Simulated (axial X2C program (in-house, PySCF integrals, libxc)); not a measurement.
**Spin–orbit effects along a row: molecules with Br (ions), PBE0**

Calculated with an axial X2C code built on PySCF integrals, spin-free (one-electron X2C) or two-component (2c: spin–orbit coupling with atomic mean-field Coulomb and Gaunt terms, which also bring small scalar terms), in Dyall basis sets with cores contracted in-house; open shells are unrestricted.

Basis sets: B dyall-v3z, Be dyall-cv3z, Br dyall-cv3z, C dyall-v3z, F dyall-av3z, Li dyall-cv3z.

| molecule | spin-free state | Re (Å) | ωe (cm⁻¹) | De (eV) | 2c state | Re 2c (Å) | ωe 2c (cm⁻¹) | De 2c (eV) |
| --- | --- | --- | --- | --- | --- | --- | --- | --- |
| LiBr⁺ | M_S = 1/2, Λ = 1 | 2.511 | 306.9 | 0.58 | Ω = 3/2 | 2.512 | 306.9 | 0.64 |
| BeBr⁺ | M_S = 0, Λ = 0 | 1.858 | 871.0 | 4.02 | Ω = 0 | 1.859 | 868.8 | 3.92 |
| BBr⁺ | M_S = 1/2, Λ = 0 | 1.745 | 950.0 | 3.77 | Ω = 1/2 | 1.746 | 947.6 | 3.67 |
| CBr⁺ | M_S = 0, Λ = 0 | 1.691 | 993.0 | 6.34 | Ω = 0 | 1.692 | 990.9 | 6.24 |
| BrF⁺ | M_S = 1/2, Λ = 1 | 1.671 | 816.1 | 2.70 | Ω = 3/2 | 1.673 | 811.6 | 2.74 |

(1) Work out the shifts from the spin-free to the two-component result.

Fragments in 2c: Br + Li+, Br + Be+, Br + B+, Br + C+, Br+ + F. Each entry is the lowest single determinant of a limited PBE0 search at one distance. De goes to single-determinant-based atoms at the same level (for ions the charge split of lowest energy) and is withheld (n/a) where an atom does not fit its ground term or J level. Main or longest-lived isotopes. Some light 2c atoms are not at their ground J level, so De misses part of their lowering (0.04 eV or less). The functionals have no current term, which raises determinants with orbital currents. Where the atoms have a lower orbital projection than the molecule, De at mean-field level may be about a tenth of an eV too small.

## Answers

(1) 

| molecule | 2c state | ΔRe (Å) | Δωe (cm⁻¹) | ΔDe (eV) |
| --- | --- | --- | --- | --- |
| LiBr⁺ | Ω = 3/2 | 0.001 | 0.0 | 0.06 |
| BeBr⁺ | Ω = 0 | 0.001 | -2.2 | -0.10 |
| BBr⁺ | Ω = 1/2 | 0.001 | -2.4 | -0.10 |
| CBr⁺ | Ω = 0 | 0.001 | -2.1 | -0.10 |
| BrF⁺ | Ω = 3/2 | 0.002 | -4.5 | 0.04 |

Shifts of one unit in the last digit are rounding.
